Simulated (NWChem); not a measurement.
System: GaNH$_{4}$; SMILES [NH2][GaH2]

Here is an NWChem input.

```
start job
memory heap 200 mb stack 900 mb global 1100 mb
geometry units angstroms noautoz
  Ga     0.000000     0.000000     0.399045
  H      0.000000    -1.406216     1.097371
  H      0.000000     1.406216     1.097371
  N      0.000000     0.000000    -1.427022
  H      0.000000    -0.840347    -1.989702
  H      0.000000     0.840347    -1.989702
end
basis spherical
  * library def2-svpd
end
dft
  xc xpbe96 cpbe96
  iterations 150
end
tddft
  cis
  nroots 6
  notriplet
end
task tddft energy
```

Parts of the log:

```
             Northwest Computational Chemistry Package (NWChem) 7.3.0
             --------------------------------------------------------

 C2V symmetry detected

                             Geometry "geometry" -> ""
                             -------------------------

 Output coordinates in angstroms (scale by  1.889725989 to convert to a.u.)

  No.       Tag          Charge          X              Y              Z
 ---- ---------------- ---------- -------------- -------------- --------------
    1 Ga                  31.0000     0.00000000     0.00000000     0.38484074
    2 H                    1.0000     0.00000000    -1.40621600     1.08316674
    3 H                    1.0000     0.00000000     1.40621600     1.08316674
    4 N                    7.0000     0.00000000     0.00000000    -1.44122626
    5 H                    1.0000     0.00000000    -0.84034700    -2.00390626
    6 H                    1.0000     0.00000000     0.84034700    -2.00390626

 Effective nuclear repulsion energy (a.u.)     107.7443344282

      Symmetry information
      --------------------

 Group name             C2v
 Group number             16
 Group order               4
 No. of unique centers     4

  pbe96 is a nonlocal functional; adding pw91lda local functional.

                                 NWChem DFT Module
                                 -----------------

 Summary of "ao basis" -> "ao basis" (spherical)
 ------------------------------------------------------------------------------
       Tag                 Description            Shells   Functions and Types
 ---------------- ------------------------------  ------  ---------------------
 Ga                        def2-svpd                14       38   6s4p4d
 H                         def2-svpd                 4        8   2s2p
 N                         def2-svpd                 8       20   4s2p2d

      Symmetry analysis of basis
      --------------------------

        a1         40
        a2         10
        b1         16
        b2         24

            General Information
            -------------------
          SCF calculation type: DFT
          Wavefunction type:  closed shell.
          No. of atoms     :     6
          No. of electrons :    42
           Alpha electrons :    21
            Beta electrons :    21
          Charge           :     0
          Spin multiplicity:     1
          Use of symmetry is: off; symmetry adaption is: on
          Maximum number of iterations: 150
          AO basis - number of functions:    90
                     number of shells:    38
          Convergence on energy requested:  1.00D-06
          Convergence on density requested:  1.00D-05
          Convergence on gradient requested:  5.00D-04

[...]

                                NWChem TDDFT Module
                                -------------------

            General Information
            -------------------
           No. of orbitals :     180
            Alpha orbitals :      90
             Beta orbitals :      90
        Alpha frozen cores :       0
         Beta frozen cores :       0
     Alpha frozen virtuals :       0
      Beta frozen virtuals :       0
         Spin multiplicity :       1
    Number of AO functions :      90
        Use of symmetry is : off
      Symmetry adaption is : on
         Schwarz screening :  0.10D-07

              XC Information
              --------------
   PerdewBurkeErnzerhof Exchange Functional   1.00
     Perdew 1991 LDA Correlation Functional   1.00 local
    PerdewBurkeErnz. Correlation Functional   1.00 non-local

             TDDFT Information
             -----------------
          Calculation type : Tamm-Dancoff TDDFT
         Wavefunction type : Restricted singlets
          No. of electrons :      42
           Alpha electrons :      21
            Beta electrons :      21
              No. of roots :       6
          Max subspacesize :    5200
            Max iterations :     100
               Target root :       1
           Target symmetry : none
      Symmetry restriction : off
                 Algorithm : Optimal
        Davidson threshold :  0.10D-03

    6 smallest eigenvalue differences (eV)
--------------------------------------------------------
  No. Spin  Occ  Vir  Irrep   E(Occ)    E(Vir)   E(Diff)
--------------------------------------------------------
    1    1   21   22 a1       -0.226    -0.058     4.549
    2    1   20   22 a2       -0.265    -0.058     5.617
    3    1   21   23 b1       -0.226    -0.012     5.802
    4    1   21   24 b1       -0.226     0.005     6.265
    5    1   19   22 b1       -0.304    -0.058     6.672
    6    1   20   23 b2       -0.265    -0.012     6.871
--------------------------------------------------------

  Entering Davidson iterations
  Restricted singlet excited states

  Iter   NTrls   NConv    DeltaV     DeltaE      Time
  ----  ------  ------  ---------  ---------  ---------
    1      6       0     0.19E+00   0.10+100        4.9
    2     12       0     0.33E-01   0.16E-01        6.7
    3     18       1     0.89E-02   0.12E-02        7.1
    4     23       3     0.29E-02   0.65E-04        6.3
    5     26       5     0.20E-03   0.46E-05        5.0
    6     27       6     0.35E-04   0.27E-07        4.2
  ----  ------  ------  ---------  ---------  ---------
  Convergence criterion met

  Ground state a1      -1981.366088287120 a.u.

  ----------------------------------------------------------------------------
  Root   1 singlet a1             0.204364040 a.u.                5.5610 eV
  ----------------------------------------------------------------------------
     Transition Moments    X  0.00000   Y  0.00000   Z -0.96379
     Dipole Oscillator Strength                    0.1265533238
     Electric Quadrupole                           0.0000002349
     Magnetic Dipole                               0.0000000000
     Total Oscillator Strength                     0.1265535587

[...]
```

Level: PBE/def2-SVPD, TDA. Geometry: optimised at B3LYP/6-31G* (spherical d).
